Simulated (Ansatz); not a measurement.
Start from `[SiH3]B1C[SiH2]O1` and change one atom or group to get `BrB1C[SiH2]O1`.

Ansatz, PBE0-D4/def2-TZVP geometries, multiplicity 1. 

Scalar relativity is left out up to krypton.

```tsv
property	`[SiH3]B1C[SiH2]O1`
LUMO energy (ωB97M-V/def2-TZVPP) / eV	0.98
HOMO energy (PBE0/def2-TZVPP) / eV	-7.44
HOMO energy (B3LYP/def2-TZVPP) / eV	-7.24
size of the dipole moment (B3LYP/def2-TZVPP) / D	1.96
HOMO energy (ωB97M-V/def2-TZVPP) / eV	-9.55
HOMO–LUMO gap (ωB97M-V/def2-TZVPP) / eV	10.53
```

(1) What does the change do to each property? (An estimate is asked.)

## Answers

(1) Ansatz gave: 
```tsv
property	`BrB1C[SiH2]O1`	shift
LUMO energy (ωB97M-V/def2-TZVPP) / eV	1.40	0.42
HOMO energy (PBE0/def2-TZVPP) / eV	-8.06	-0.62
HOMO energy (B3LYP/def2-TZVPP) / eV	-7.80	-0.56
size of the dipole moment (B3LYP/def2-TZVPP) / D	2.57	0.61
HOMO energy (ωB97M-V/def2-TZVPP) / eV	-10.24	-0.69
HOMO–LUMO gap (ωB97M-V/def2-TZVPP) / eV	11.63	1.10
```

With PBE0 the HOMO falls by 0.62 eV and the LUMO rises by 0.58 eV, so the gap widens by about 1.20 eV. PBE moves the HOMO by -0.54 eV and ωB97M-V by -0.69 eV. Dipoles are sizes alone; their direction can turn.

B3LYP here is the variant with VWN-RPA as its local correlation; programs differ in this.

Spin–orbit coupling is left out; it splits and shifts lone-pair levels of the heavy atoms by tenths of an eV.
